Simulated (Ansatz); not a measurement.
Geometry optimisation, RKS B3LYP-D4/def2-SVP in Ansatz.

Input:

```yaml
crystal:
  periodic: [false, false, false]
  atoms:
    - { symbol: Ge, position_ang: [-0.507832, -0.195439, -0.373831] }
    - { symbol: H, position_ang: [0.111945, 0.745477, 2.141335] }
    - { symbol: H, position_ang: [0.716417, -0.945583, 0.185326] }
    - { symbol: H, position_ang: [-0.190785, 1.31063, -0.467266] }
    - { symbol: H, position_ang: [-0.860468, -0.739799, -1.773924] }
    - { symbol: S, position_ang: [-2.29581, -0.530537, 0.951911] }
    - { symbol: H, position_ang: [-3.03763, -1.108891, -0.018701] }
    - { symbol: H, position_ang: [-0.506337, 0.591343, 2.474051] }
basis:
  gaussian: { orbitals: def2-SVP }
hamiltonian:
  xc: b3lyp
  dispersion: d4
relax:
  f_tol: 0.03
  max_steps: 50
```

Run as:

```bash
$ ansatz run input.yaml --threads 2 --pin off --max-ram 3072MiB --backend cpu --events-out ev --progress --plain --runs-dir out
```

Where does it end, and by what steps?

The forces met the threshold. The force dipped under the threshold on the way, but the program's further checks kept it going. After 5 steps the energy has fallen by 0.108 eV; H2 moved furthest, 0.52 Å.

```json
{"step": "0", "energy less start (eV)": "0.0000", "largest force component (eV/Å)": "1.472", "accepted": "yes"}
{"step": "1", "energy less start (eV)": "-0.0858", "largest force component (eV/Å)": "0.107", "accepted": "yes"}
{"step": "2", "energy less start (eV)": "-0.1024", "largest force component (eV/Å)": "0.075", "accepted": "yes"}
{"step": "3", "energy less start (eV)": "-0.1065", "largest force component (eV/Å)": "0.022", "accepted": "yes"}
{"step": "4", "energy less start (eV)": "-0.1074", "largest force component (eV/Å)": "0.012", "accepted": "yes"}
{"step": "5", "energy less start (eV)": "-0.1076", "largest force component (eV/Å)": "0.015", "accepted": "yes"}
```

```xyz
8
Properties=species:S:1:pos:R:3
Ge -0.562 -0.254 -0.509
H 0.311 0.948 2.576
H 0.653 -1.003 0.071
H -0.252 1.254 -0.577
H -0.897 -0.792 -1.913
S -2.358 -0.594 0.812
H -3.089 -1.171 -0.168
H -0.378 0.740 2.826
```

Time of the run: 7.7 s on 2 threads of Arm Neoverse V2, on a shared host, peak memory 0.16 GiB.
